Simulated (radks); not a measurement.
Values are calculated unless marked as measured or tabulated.
Valence configurations of Ca (all share [Ar]). Level of theory: scalar-relativistic Kohn-Sham, LDA (Slater exchange, Perdew-Wang correlation), spin-unpolarised, spherical densities, point nucleus (a radial shooting solver on a logarithmic mesh with Libxc functionals). Energies are relative to 4s2; eigenvalues in eV.

[
 {"valence": "4s2", "E (eV)": "0.000", "e(3d)": "-", "e(4p)": "-", "e(4s)": "-3.864"},
 {"valence": "3d0.5 4s1.5", "E (eV)": "1.020", "e(3d)": "-1.245", "e(4p)": "-", "e(4s)": "-3.534"},
 {"valence": "3d1 4s1", "E (eV)": "2.238", "e(3d)": "-0.856", "e(4p)": "-", "e(4s)": "-3.403"},
 {"valence": "4s1 4p1", "E (eV)": "2.489", "e(3d)": "-", "e(4p)": "-1.986", "e(4s)": "-4.544"},
 {"valence": "3d1 4p1", "E (eV)": "4.419", "e(3d)": "-1.598", "e(4p)": "-1.725", "e(4s)": "-"},
 {"valence": "3d2", "E (eV)": "4.881", "e(3d)": "-0.803", "e(4p)": "-", "e(4s)": "-"},
 {"valence": "4p2", "E (eV)": "5.113", "e(3d)": "-", "e(4p)": "-2.425", "e(4s)": "-"}
]

NIST lists [Ar] 4s2 as the ground configuration; this level of theory agrees among the configurations tried. The energies are those of spherical spin-averaged densities, not of single terms.
